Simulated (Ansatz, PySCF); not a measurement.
Stretching the Zn1–H2 bond in H2SeZn (SMILES [ZnH][SeH]) (multiplicity 1 held, fragments rigid). Energies count from the point at 1.536 Å.
Geometry at that point (charge 0, multiplicity 1):
```xyz
4

Zn    -0.70919    -0.50984    -0.82880
H     -1.61369    -1.16460    -1.88282
Se     0.65396     0.50525     0.74073
H      0.65501    -0.71868     1.56184
```

Restricted levels (R-, RO-) in cc, def2 and unpolarised 6-31G sets keep to the state of the molecule at rest. U- levels take the lowest unrestricted solution at each point, which mixes spins at long bonds. Active spaces are followed from a long bond inwards. Levels need not reach the same state.

Frozen-core correlation. Filled d and f shells under p-block atoms count as core. Rows in 3-21G carry no dispersion term and start afresh at each structure; the Pople sets are all-electron and without relativity.

The values were computed with Ansatz (Gaussian orbitals); PySCF for 3-21G rows. 

```json
[
 {"level": "R-HF/3-21G", "energy at R = 4.914 Å (kcal/mol)": "144.61"},
 {"level": "R-PBE/def2-TZVPP", "energy at R = 4.914 Å (kcal/mol)": "(withheld)"},
 {"level": "R-r2SCAN/def2-TZVPP", "energy at R = 4.914 Å (kcal/mol)": "109.18"},
 {"level": "R-B3LYP/def2-TZVPP", "energy at R = 4.914 Å (kcal/mol)": "107.95"},
 {"level": "R-wB97X-V/def2-TZVPP", "energy at R = 4.914 Å (kcal/mol)": "(withheld)"},
 {"level": "U-MP2/def2-TZVPP", "energy at R = 4.914 Å (kcal/mol)": "76.46"},
 {"level": "FIC-NEVPT4(SD) on CASSCF(2,2)/def2-TZVPP", "energy at R = 4.914 Å (kcal/mol)": "78.15"},
 {"level": "FIC-MRCISD on CASSCF(2,2)/def2-TZVPP", "energy at R = 4.914 Å (kcal/mol)": "76.39"},
 {"level": "FIC-MRCISD+Q on CASSCF(2,2)/def2-TZVPP", "energy at R = 4.914 Å (kcal/mol)": "78.61"}
]
```

Q: What belongs in the gaps?

A: 
- R-PBE/def2-TZVPP, energy at R = 4.914 Å (kcal/mol): 99.61
- R-wB97X-V/def2-TZVPP, energy at R = 4.914 Å (kcal/mol): 137.20

Doubts at one or more of the structures used: a restricted determinant that unrestricted orbitals would lower (R-HF/3-21G, R-PBE/def2-TZVPP, R-r2SCAN/def2-TZVPP, R-B3LYP/def2-TZVPP, R-wB97X-V/def2-TZVPP); a spin-contaminated determinant (U-MP2/def2-TZVPP).

Ansatz is an electronic-structure program.
